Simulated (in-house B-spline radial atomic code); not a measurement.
Settings and results of a run for neutral thallium. Method: scalar-relativistic (X2C) HSE06, spin-polarised, spherical fractional occupations, Fermi nucleus of rms radius 5.4759 fm. Calculated with a radial B-spline atomic code at the basis-set limit.

Command:
```bash
python run_scf.py task.json out
```
Settings (nuclear radius in fm, mass in u):
```
Z                81
configuration    [Xe] 4f14 5d10 6s2 6p1
hamiltonian      x2c
method           hse06
spin_polarised   True
nucleus          fermi
rms_radius       5.4759
atomic_mass      204.97443
speed_of_light   137.035999084
```

Output (hartree, bohr):
```
 radial grid: 77 intervals, B-splines of order 8, outer radius 50 bohr

 iter        energy (Eh)    residual
    1      -20247.427922    7.95e-01
    2      -20245.792607    2.59e-01
    3      -20249.012529    7.28e-02
    4      -20249.237581    1.41e-02
    5      -20249.234744    1.88e-02
    6      -20249.243445    1.61e-03
    7      -20249.243572    5.71e-04
    8      -20249.243589    5.08e-05
    9      -20249.243589    4.95e-06
   10      -20249.243589    3.90e-07

 total energy                    -20249.24359
 kinetic                           23470.8888
 electron-nucleus                 -51193.2075
 Hartree                            7859.2011
 exact exchange                      -93.8970
 exchange-correlation               -292.2291

 orbital      occ     eigenvalue          <r>       <r^2>       <1/r>       r_max
 1s up      1.000     -3140.6331    0.0154578 0.000338489     111.094    0.009029
 1s down    1.000     -3140.6329    0.0154578 0.000338489     111.094    0.009029
 2s up      1.000      -560.5150    0.0678584  0.00551867     26.1658     0.05794
 2s down    1.000      -560.5150    0.0678584  0.00551867     26.1658     0.05794
 2p up      3.000      -484.4663    0.0616867  0.00467136     20.9562     0.04763
 2p down    3.000      -484.4661    0.0616867  0.00467136     20.9562     0.04763
 3s up      1.000      -134.4722     0.176909   0.0359476     9.37419       0.164
 3s down    1.000      -134.4721     0.176909   0.0359476     9.37419       0.164
 3p up      3.000      -112.3700     0.178285   0.0369798     8.00438      0.1634
 3p down    3.000      -112.3698     0.178285   0.0369799     8.00437      0.1634
 3d up      5.000       -88.3528     0.162405   0.0308842     7.38241      0.1334
 3d down    5.000       -88.3527     0.162405   0.0308841     7.38241      0.1334
 4s up      1.000       -30.3718     0.391606    0.173223      3.9071      0.3695
 4s down    1.000       -30.3715     0.391606    0.173222      3.9071      0.3695
 4p up      3.000       -23.0503     0.416256    0.197051     3.39645      0.3885
 4p down    3.000       -23.0500     0.416256    0.197051     3.39643      0.3885
 4d up      5.000       -14.1461     0.439651    0.223231     3.01563       0.396
 4d down    5.000       -14.1459     0.439645    0.223225     3.01567       0.396
 5s up      1.000        -4.9942     0.881538    0.871314     1.57944      0.8111
 5s down    1.000        -4.9935     0.881587     0.87139      1.5793      0.8112
 5p up      3.000        -2.9645      1.00843     1.14876     1.32548      0.9047
 5p down    3.000        -2.9638      1.00834     1.14841     1.32544      0.9048
 4f up      7.000        -4.4080     0.467328    0.262289      2.6048      0.3587
 4f down    7.000        -4.4078     0.467323    0.262284     2.60483      0.3587
 5d up      5.000        -0.6328      1.38947     2.27207    0.948771       1.115
 5d down    5.000        -0.6298      1.38213     2.24259    0.952395       1.115
 6s up      1.000        -0.3818      2.51673     7.23774     0.51069       2.102
 6s down    1.000        -0.3585      2.48402     7.04364    0.518125       2.086
 6p up      1.000        -0.0964      3.86725     17.6939    0.328721       2.974
```


Caution: exact exchange at fractional occupations of open shells leaves self-interaction of up to several eV.

One-electron X2C: radii and densities carry no picture-change correction, so inner-shell <1/r> comes out high (for 1s by about 2 % at Z = 33, 5 % at 54, 10 % at 75, 30 % at 118) and <r> low.
